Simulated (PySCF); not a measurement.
PySCF input file for Ga(H)2(SMe) (CH₅GaS), SMILES [GaH2][S]C, C-PCM-ωB97X/def2-SVP. Geometry optimised at ωB97X-D3(BJ)/def2-SVP.

```python
import numpy as np
from pyscf import gto, scf, dft
from pyscf.solvent import pcm

mol = gto.M(
    atom='''
    Ga    0.11756366    1.02094554   -0.00000000
    H    -0.89028140    2.20973336    0.00000000
    H     1.67767264    1.11797548    0.00000000
    S    -0.74245156   -0.98228352    0.00000000
    C     0.72891884   -2.06273657    0.00000000
    H     0.70631640   -2.70155796   -0.89401376
    H     0.70631640   -2.70155796    0.89401376
    H     1.66121430   -1.48094892    0.00000000
    ''',
    basis='def2-SVP',
    charge=0,
    spin=0,
    max_memory=1600,
    verbose=3,
)
mf = dft.RKS(mol, xc='wb97x').density_fit(auxbasis='def2-universal-jkfit')
mf.grids.level = 3
mf.conv_tol = 1e-9
mf.max_cycle = 100
mf.kernel()
res = {}
for name, eps in {'water': 78.355, 'dichloromethane': 8.93, 'dimethylsulfoxide': 46.826}.items():
    s = mf.PCM()
    s.with_solvent.method, s.with_solvent.eps, s.with_solvent.lebedev_order = 'C-PCM', eps, 29
    s.kernel(mf.make_rdm1())
    res[name] = (s.e_tot, eps, s.dip_moment(), s.mo_energy, s.converged)
    print(f'{name}: electrostatic solvation free energy {(s.e_tot - mf.e_tot) * 627.509474:.3f} kcal/mol')
```

Program output:

```
converged SCF energy = -2363.80582366519

WARN: PCM is an experimental feature. It is still in testing.
Features and APIs may be changed in the future.

converged SCF energy = -2363.81111042623
Dipole moment(X, Y, Z, Debye):  2.00493, -0.04382, -0.00000
water: electrostatic solvation free energy -3.317 kcal/mol

WARN: PCM is an experimental feature. It is still in testing.
Features and APIs may be changed in the future.

converged SCF energy = -2363.81050249255
Dipole moment(X, Y, Z, Debye):  1.93402, -0.06269, -0.00000
dichloromethane: electrostatic solvation free energy -2.936 kcal/mol

WARN: PCM is an experimental feature. It is still in testing.
Features and APIs may be changed in the future.

converged SCF energy = -2363.811056931
Dipole moment(X, Y, Z, Debye):  1.99858, -0.04551,  0.00000
dimethylsulfoxide: electrostatic solvation free energy -3.284 kcal/mol
```

The run converged.

Cost: about 30 core-seconds (a rough figure).
